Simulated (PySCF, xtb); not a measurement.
BrClH2MoN2, SMILES [NH]=[Mo]([Br])([Cl])=[NH], multiplicity 1.

Harmonic wavenumbers (cm⁻¹) from GFN2-xTB run with xtb at its own minimum, in rising order: 92, 144, 160, 178, 233, 275, 335, 547, 634, 669, 684, 955, 1015, 3419, 3424.

### Question
What does PBE-D3(BJ)/def2-SVP in PySCF give at its own minimum? (The exact figures need the calculation; the answer reports its results.)

### Answer
90, 155, 188, 200, 266, 316, 357, 399, 597, 604, 714, 965, 993, 3494, 3497. Paired by order, the mean absolute difference is 41 cm⁻¹ and the zero-point energies are 18.2 and 18.3 kcal/mol.
